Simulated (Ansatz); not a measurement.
C₈H₂₀N₂Si₂, SMILES `C[Si](C)(C)/N=C/C=N/[Si](C)(C)C`: the same geometry under several functionals.

```yaml
crystal:
  periodic: [false, false, false]
  atoms:
    - {symbol: C, position_ang: [-2.968406, 2.214410, -1.552109]}
    - {symbol: Si, position_ang: [-3.207798, 1.024133, -0.125368]}
    - {symbol: C, position_ang: [-4.423283, -0.314386, -0.590293]}
    - {symbol: C, position_ang: [-3.769540, 1.940914, 1.400865]}
    - {symbol: N, position_ang: [-1.723024, 0.201474, 0.318779]}
    - {symbol: C, position_ang: [-0.600384, 0.370258, -0.230977]}
    - {symbol: C, position_ang: [0.592989, -0.377176, 0.223893]}
    - {symbol: N, position_ang: [1.716466, -0.205574, -0.323287]}
    - {symbol: Si, position_ang: [3.201757, -1.026250, 0.122820]}
    - {symbol: C, position_ang: [3.781398, -1.919958, -1.410307]}
    - {symbol: C, position_ang: [2.956520, -2.236350, 1.531781]}
    - {symbol: C, position_ang: [4.406119, 0.312418, 0.615687]}
    - {symbol: H, position_ang: [-2.244952, 2.997287, -1.308970]}
    - {symbol: H, position_ang: [-3.913959, 2.705738, -1.798539]}
    - {symbol: H, position_ang: [-2.620202, 1.701395, -2.452648]}
    - {symbol: H, position_ang: [-5.404254, 0.111583, -0.817860]}
    - {symbol: H, position_ang: [-4.082716, -0.865242, -1.470611]}
    - {symbol: H, position_ang: [-4.542379, -1.027746, 0.228389]}
    - {symbol: H, position_ang: [-3.879855, 1.254896, 2.243779]}
    - {symbol: H, position_ang: [-3.047072, 2.710303, 1.684546]}
    - {symbol: H, position_ang: [-4.732586, 2.429562, 1.229650]}
    - {symbol: H, position_ang: [-0.399527, 1.059374, -1.067682]}
    - {symbol: H, position_ang: [0.391483, -1.068474, 1.058643]}
    - {symbol: H, position_ang: [4.744965, -2.406823, -1.236969]}
    - {symbol: H, position_ang: [3.896368, -1.221965, -2.242711]}
    - {symbol: H, position_ang: [3.064919, -2.688414, -1.711171]}
    - {symbol: H, position_ang: [2.238606, -3.019062, 1.272217]}
    - {symbol: H, position_ang: [3.902316, -2.726718, 1.779188]}
    - {symbol: H, position_ang: [2.598791, -1.737190, 2.436356]}
    - {symbol: H, position_ang: [4.055620, 0.848930, 1.500955]}
    - {symbol: H, position_ang: [5.387620, -0.111395, 0.845002]}
    - {symbol: H, position_ang: [4.527702, 1.037845, -0.191943]}
basis:
  gaussian: {orbitals: def2-TZVPP}
hamiltonian: {xc: pbe0, dispersion: d4}
output: {orbitals: {seedname: orbitals}}
```

```sh
$ ansatz run in.yaml --threads 11 --pin off --events-out ev --progress --plain --max-ram 110592MiB --backend cuda --devices 0, --max-vram 75GiB
```

Shortened log:

```
Functional definition: PBE0
3512 factors; their error is unknown
mean field evaluation 1: about -27313.3628 eV, gradient 1.2e2 eV
mean field evaluation 2: about -27305.1122 eV, gradient 1.3e2 eV
mean field evaluation 4: about -27344.3352 eV, gradient 8.3e0 eV
mean field evaluation 8: about -27344.4684 eV, gradient 8.9e-2 eV
mean field evaluation 16: about -27344.4885 eV, gradient 3.0e-4 eV
mean field -27344.48853508 eV, -1004.8914189041 hartree, gradient 8.1e-5 eV, S^2 0.000000; 0 other end points of the search recorded, 0 dependent functions left out
reference -27344.48859560 eV, -1004.8914211282 hartree; 55, 55 occupied and 619, 619 virtual orbitals, 3512 factors
Total energy: -27345.22810862 eV, -1004.9185977304 hartree
```

It took 2.3 s on 11 threads of an AMD EPYC 7R13 on a shared host and a whole NVIDIA H100 80 GB, with 1.2 GiB of host memory at the peak.

The same input with `hamiltonian: {xc: {name: r2SCANh}, dispersion: d4}` (abridged; 2.7 s):

```
Functional definition: r2SCANh
mean field evaluation 16: about -27356.4333 eV, gradient 1.1e-3 eV
mean field -27356.43330605 eV, -1005.3303811407 hartree, gradient 4.8e-5 eV, S^2 0.000000
Total energy: -27356.69076385 eV, -1005.3398425404 hartree
```

Changing it to `hamiltonian: {xc: {name: CAM-B3LYP}, dispersion: d4}` (abridged; 2.5 s):

```
Functional definition: CAM-B3LYP
mean field evaluation 16: about -27359.2628 eV, gradient 2.7e-4 eV
mean field -27359.26275586 eV, -1005.4343615036 hartree, gradient 5.8e-5 eV, S^2 0.000000
Total energy: -27360.01574116 eV, -1005.4620332031 hartree
```

With the line `hamiltonian: {xc: {name: PBE-QIDH}}` (abridged; 3.6 s):

```
Functional definition: PBE-QIDH
mean field evaluation 16: about -27317.6906 eV, gradient 1.6e-4 eV
mean field -27317.69058393 eV, -1003.9066123638 hartree, gradient 9.3e-6 eV, S^2 0.000000
20 core orbitals not correlated: weight in the atoms' cores, before any rotation towards them, 1.000 or more for the frozen orbitals, at most 0.000 for the correlated occupied ones
second order -61.99945101 eV of doubles, -0.00000000 eV of singles
Total energy: -27338.35709173 eV, -1004.6660925171 hartree
```

Changing it to `hamiltonian: {xc: r2scan, dispersion: d4}` and forces (abridged; 2.7 s):

```
Functional definition: r2SCAN
mean field evaluation 16: about -27357.0109 eV, gradient 1.1e-3 eV
mean field -27357.01085590 eV, -1005.3516057063 hartree, gradient 2.9e-5 eV, S^2 0.000000
Total energy: -27357.25486440 eV, -1005.3605728532 hartree
Atom 0 force    -0.013709    -0.003918     0.009324 eV/Å
Atom 1 force     0.003968     0.002913    -0.005064 eV/Å
Atom 2 force    -0.002780     0.001551     0.006812 eV/Å
Atom 3 force    -0.004791    -0.005765     0.000640 eV/Å
Atom 4 force    -0.386564    -0.046641     0.176393 eV/Å
Atom 5 force     0.310933     0.005764    -0.106731 eV/Å
Atom 6 force    -0.310858    -0.006864     0.105788 eV/Å
Atom 7 force     0.386539     0.047620    -0.175402 eV/Å
Atom 8 force    -0.004134    -0.003386     0.004594 eV/Å
Atom 9 force     0.004839     0.005758    -0.000255 eV/Å
Atom 10 force     0.013858     0.004327    -0.008924 eV/Å
Atom 11 force     0.002849    -0.001127    -0.006888 eV/Å
Atom 12 force    -0.010110    -0.008059    -0.017627 eV/Å
Atom 13 force     0.018990     0.002381    -0.008849 eV/Å
Atom 14 force    -0.001614     0.020499     0.007386 eV/Å
Atom 15 force     0.011869    -0.017537    -0.000472 eV/Å
Atom 16 force    -0.016568     0.000435     0.014938 eV/Å
Atom 17 force    -0.006065     0.004973    -0.021847 eV/Å
Atom 18 force    -0.001099     0.022093    -0.006667 eV/Å
Atom 19 force    -0.019292    -0.009227     0.006721 eV/Å
Atom 20 force     0.016278    -0.002037     0.013329 eV/Å
Atom 21 force     0.026847     0.036610    -0.049444 eV/Å
Atom 22 force    -0.026868    -0.036547     0.049393 eV/Å
Atom 23 force    -0.016316     0.002048    -0.013438 eV/Å
Atom 24 force     0.001052    -0.022306     0.006376 eV/Å
Atom 25 force     0.019277     0.009235    -0.006280 eV/Å
Atom 26 force     0.009844     0.007851     0.018013 eV/Å
Atom 27 force    -0.019033    -0.002553     0.008705 eV/Å
Atom 28 force     0.001890    -0.020229    -0.007713 eV/Å
Atom 29 force     0.016699    -0.000014    -0.014958 eV/Å
Atom 30 force    -0.011899     0.017431     0.000459 eV/Å
Atom 31 force     0.005966    -0.005278     0.021685 eV/Å
Dipole moment:    -0.000041    -0.000061    -0.000040 e Å
```
